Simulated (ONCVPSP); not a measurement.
## Transferability test, ONCV potential for N (Z = 7)

```
Element                 : N
Generator               : ONCVPSP 4.0.1
Type                    : optimised norm-conserving Vanderbilt (ONCV)
Functional              : PBE
Relativity              : scalar-relativistic
Frozen core             : [He]
Valence charge          : 5
Reference configuration : 2s2 2p2 (charge +1)
Partial waves           : 2s: rc 1.05 bohr, ncon 4, nbas 8, qcut 7.9 1/bohr, local; 2p: rc 2.10 bohr, ncon 4, nbas 7, qcut 5.4 1/bohr, 2 projectors, debl 3.2 Ha; d scattering state at 0.13 Ha: rc 2.10 bohr, ncon 5, nbas 8, qcut 5.1 1/bohr, 2 projectors, debl 2.5 Ha
Local potential         : the s channel
Core correction         : none
```

Energies are relative to the spin-unpolarised reference configuration 2s2 2p2; without spin polarisation the order of configurations can differ from experiment.

```tsv
valence configuration	charge	ΔE all-electron (eV)	error AE − PS (meV)
2s2 2p3	0	-13.591	+104
2s2 2p1	+2	28.854	+318
2s2 2p0	+3	75.935	+1872
2s1 2p0	+4	153.754	+3265
```
